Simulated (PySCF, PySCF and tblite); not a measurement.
A run on one conformer of C₁₀H₁₂O₂, numbered as in [CH3:1][CH2:2][CH2:3][O:4][C:5](=[O:6])[c:7]1[cH:8][cH:9][cH:10][cH:11][cH:12]1, from an ensemble study. The sound level was B3LYP/6-31G* on GFN2-xTB geometries.

Input:

```
{"job": {"xc": "B3LYP", "basis": "6-31G*", "scf": {"conv": 0.01, "max_cycle": 87}, "kind": "nmr", "pop": false}, "charge": 0, "multiplicity": 1}
C      4.291209    -0.399567     0.454230
C      2.784737    -0.453717     0.666544
C      2.093728     0.747179     0.024673
O      0.691697     0.741885     0.280380
C     -0.070232     0.006591    -0.541846
O      0.366816    -0.612147    -1.482434
C     -1.506467     0.047601    -0.172295
C     -1.962516     0.746635     0.942008
C     -3.310586     0.745426     1.248721
C     -4.207264     0.051924     0.450954
C     -3.756989    -0.643768    -0.659967
C     -2.411068    -0.647386    -0.971727
H      4.708932     0.504454     0.891941
H      4.767009    -1.258808     0.919395
H      4.526263    -0.408804    -0.607276
H      2.556118    -0.463467     1.734472
H      2.380220    -1.365628     0.223510
H      2.461797     1.683153     0.451260
H      2.260014     0.740717    -1.057933
H     -1.258003     1.283429     1.557725
H     -3.665966     1.285919     2.113655
H     -5.259235     0.053605     0.696188
H     -4.456813    -1.183418    -1.280446
H     -2.035139    -1.182046    -1.830950
```

Command: OMP_NUM_THREADS=1 python ens_run.py task.json out

Output:

```
final grid: 198960 points
cycle   1  E = -538.5420367973  dE =  2.003e+00  |g| = 1.000e+00  |ddm| = 4.897e+00
cycle   2  E = -538.1097284754  dE =  4.323e-01  |g| = 1.797e+00  |ddm| = 2.500e+00
cycle   3  E = -538.7190207758  dE = -6.093e-01  |g| = 3.765e-01  |ddm| = 1.840e+00
cycle   4  E = -538.7476700418  dE = -2.865e-02  |g| = 1.017e-01  |ddm| = 4.148e-01
cycle   5  E = -538.7492809963  dE = -1.611e-03  |g| = 3.905e-02  |ddm| = 9.835e-02
converged SCF energy = -538.7492809963

GIAO shielding tensors (ppm)
atom      isotropic    diamagn.    paramagn.     s11        s22        s33       span
  0 C      180.121     244.062     -63.941    173.268    175.353    191.742     18.474
  1 C      165.748     249.320     -83.573    147.102    171.923    178.217     31.115
  2 C      127.369     242.646    -115.277     88.689    127.064    166.354     77.664
  3 O      151.385     402.606    -251.221     -3.632    202.968    254.818    258.450
  4 C       34.497     254.840    -220.343    -49.829     69.576     83.746    133.575
  5 O      -28.643     404.968    -433.611   -277.058   -160.532    351.662    628.721
  6 C       71.818     254.367    -182.548    -13.389     55.363    173.481    186.870
  7 C       67.807     265.116    -197.309    -23.871     45.461    181.832    205.702
  8 C       72.416     256.115    -183.699    -24.736     56.387    185.595    210.330
  9 C       69.218     253.015    -183.797    -31.966     49.560    190.059    222.025
 10 C       72.781     255.441    -182.660    -24.904     55.891    187.356    212.260
 11 C       65.994     262.437    -196.443    -31.125     46.039    183.068    214.193
 12 H       31.609      28.277       3.332     27.637     30.001     37.189      9.552
 13 H       31.191      27.702       3.490     26.861     29.003     37.711     10.851
 14 H       31.505      28.563       2.942     27.488     30.202     36.824      9.336
 15 H       30.920      33.096      -2.176     26.380     31.308     35.071      8.690
 16 H       30.475      33.340      -2.865     25.799     31.857     33.767      7.969
 17 H       28.887      31.926      -3.039     24.030     30.129     32.502      8.472
 18 H       27.655      31.857      -4.202     24.000     28.454     30.510      6.510
 19 H       24.816      36.998     -12.182     20.926     23.055     30.469      9.543
 20 H       24.936      28.054      -3.118     21.079     25.040     28.689      7.610
 21 H       24.922      23.510       1.412     21.854     24.545     28.366      6.512
 22 H       25.058      26.264      -1.206     21.880     24.762     28.532      6.652
 23 H       24.555      34.274      -9.720     21.442     22.643     29.580      8.138
```

Task: What is wrong with this calculation, and what did it do to the result?

Result: The setting at fault: SCF threshold far too loose. Its loose threshold was met, which isn't self-consistency. Shieldings averaged over the conformers (ppm), as run and sound:
```
 atoms  as run  sound
    C1   178.5  179.1
    C2   166.2  166.6
    C3   127.2  127.3
    O4   155.2  157.5
    C5    34.5   35.8
    O6   -35.4  -32.0
    C7    72.0   68.4
C8/C12    67.2   68.3
C9/C11    72.6   71.4
   C10    69.2   67.3
    H1    31.4   31.4
    H2    30.7   30.6
    H3    28.2   28.0
H8/H12    24.7   24.3
H9/H11    25.0   25.1
   H10    25.0   25.0
```
